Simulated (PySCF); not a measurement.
## Calculated data, CH6GeNO, BGeH4NO

Computed with PySCF 2.14.0. Calculation on a computer-drawn molecule: the log of a Hartree-Fock and frozen-core CCSD(T) single point meant for a local Hartree-Fock minimum, with one planted fault or none, to be diagnosed. Offsets are logged minus clean, where the clean run is the same molecule without the fault. The reference is restricted for singlets and unrestricted otherwise, and also for a bond in bohr or an excited solution. Adding or removing an electron swaps singlet and doublet. The excited solution moves the top pair (singlet) or top alpha electron (doublet) to the lowest empty orbital. Highest occupied and lowest empty are orbital energies over both spins, largest force is the largest gradient component, triples share is (T) over the correlation energy, the T1 limit is 0.02 restricted and 0.045 unrestricted, electrons count all cores, a negative frequency is imaginary (commonest isotopes), and the dipole is about the centre of nuclear charge; on germanium a core potential holds 10 electrons, which the energies leave out, and 3d is frozen in MP2 and coupled-cluster steps.

Common to all runs: meant charge 0; meant basis cc-pVDZ; meant basis and core potential on germanium cc-pVDZ-PP ECP10MDF; logged SCF converged yes; logged CC converged yes; logged SCF stable within its kind yes; possible faults no fault, one electron removed, one electron added, multiplicity raised by two, geometry at a saddle point, SCF held on an excited solution, minimal basis STO-3G, one bond length entered in bohr, all coordinates scaled.

(1) CH6GeNO

Logged structure:
```xyz
10
CH6GeNO
C     -0.3961    -1.2699    -0.8290
N      0.4287    -1.0999    -1.9463
Ge     0.1299    -1.8550    -3.5846
O     -1.3955    -1.3131    -4.3218
H     -0.9753    -2.1849    -0.7876
H     -0.0471    -0.8540     0.1089
H      1.0131    -0.2875    -1.9099
H     -0.0546    -3.3557    -3.4397
H      1.3133    -1.4352    -4.4540
H     -1.5407    -0.3781    -4.3102
```

- meant multiplicity: 2
- logged electrons: 59
- logged basis functions: 95
- logged spin squared: 3.769
- logged highest occupied: -2.5426 eV
- logged lowest empty: -0.99599 eV
- logged largest force: 0.074226 hartree/bohr
- logged T1 diagnostic: 0.031667
- logged D1 diagnostic: 0.15097
- logged triples share: 0.026074
- logged dipole magnitude: 2.3324 debye
- logged energy HF: -463.77943 hartree
- logged energy CCSD(T): -464.38805 hartree
- planted fault: withheld

Drawn bonds:
```tsv
atom	other atom	order
1	2	1
2	3	1
3	4	1
1	5	1
1	6	1
2	7	1
3	8	1
3	9	1
4	10	1
```

(2) BGeH4NO

Logged structure:
```xyz
8
BGeH4NO
B     -1.0690    -1.4688    -0.1568
Ge     0.1466    -0.2540     1.0014
N     -0.0704     1.4011     1.1547
O      1.4548    -1.1135     1.8318
H     -1.9675    -0.9618    -0.7523
H     -0.8742    -2.6461    -0.2251
H      0.6015     1.8587     1.7551
H      1.4944    -2.0477     1.6852
```

* meant multiplicity: 1
* logged electrons: 55
* logged basis functions: 85
* logged spin squared: 0.7571
* logged highest occupied: -17.865 eV
* logged lowest empty: -6.8159 eV
* logged largest force: 0.12153 hartree/bohr
* logged T1 diagnostic: 0.024069
* logged D1 diagnostic: 0.1197
* logged triples share: 0.026984
* logged dipole magnitude: 1.7748 debye
* logged energy HF: -449.37131 hartree
* logged energy CCSD(T): -449.89764 hartree
* planted fault: withheld

Drawn bonds:
```tsv
atom	other atom	order
1	2	1
2	3	2
2	4	1
1	5	1
1	6	1
3	7	1
4	8	1
```

Questions
1. Which fault was planted in the run of CH6GeNO (entry 1)?
2. Give the missing planted fault for BGeH4NO (entry 2).

Answers
1. multiplicity raised by two
2. one electron removed

Further results for CH6GeNO (entry 1):

- HF energy offset from clean run: 160.5 kcal/mol
- CCSD(T) energy offset from clean run: 176.7 kcal/mol

Further results for BGeH4NO (entry 2):

- HF energy offset from clean run: 169 kcal/mol
- CCSD(T) energy offset from clean run: 205.2 kcal/mol
